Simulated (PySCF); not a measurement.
Species: CH7BF2GeSi.
Bonds: F1–B2, B2–F3, B2–Si4, Si4–C5, C5–Ge6. Hydrogens: H7, H8 on Si4; H9, H10 on C5; H11, H12, H13 on Ge6.

Theory: core-valence-separated Tamm–Dancoff BHandHLYP/aug-pcX-1 (pcseg-1 on H, def2-SVPD on Ge, def2-SVPD on Si) in PySCF, non-relativistic, gas phase, PBE0-D3(BJ)/def2-SVP geometry.

Computed boron K-edge spectrum, Gaussian lines of 0.4 eV full width, highest printed point 100; it ends one width below the last computed root. No shift to experiment was applied.

```tsv
photon energy (eV)	absorption
188.4	1
188.6	24
188.8	97
189.0	100
189.2	26
189.4	2
189.6	0
189.8	0
190.0	0
190.2	0
190.4	0
190.6	0
190.8	0
191.0	0
191.2	0
191.4	0
191.6	0
191.8	0
192.0	0
192.2	0
192.4	0
192.6	0
192.8	0
193.0	0
193.2	2
193.4	11
193.6	18
193.8	8
194.0	1
194.2	1
194.4	12
194.6	37
194.8	31
```

Q: Where are the maxima, and which lines make them up?

A: 3 maxima:
- 188.9 eV: B2 (three-coordinate boron), 188.90 eV, f = 0.090, 100 % of the height at the exact maximum
- 193.6 eV: B2 (three-coordinate boron), 193.62 eV, f = 0.009, 60 % of the height at the exact maximum; B2 (three-coordinate boron), 193.52 eV, f = 0.006, 40 % of the height at the exact maximum
- 194.7 eV: B2 (three-coordinate boron), 194.69 eV, f = 0.021, 68 % of the height at the exact maximum; B2 (three-coordinate boron), 194.63 eV, f = 0.010, 32 % of the height at the exact maximum

Roots within 0.03 eV on the same or equivalent atoms count as one line; shares under 12 % aren't listed.

Vibrational structure and lifetime widths aren't in the curve. The ionisation threshold wasn't computed; near and above it a finite basis only mimics Rydberg series and continuum. Relativistic effects, spin–orbit coupling among them, are left out although an element past zinc is present.

Conformer computed: `[F:1][B:2]([F:3])[SiH2:4][CH2:5][GeH3:6]`: F1–B2–Si4–C5 30°, B2–Si4–C5–Ge6 -53°.

One conformer stands for the species.
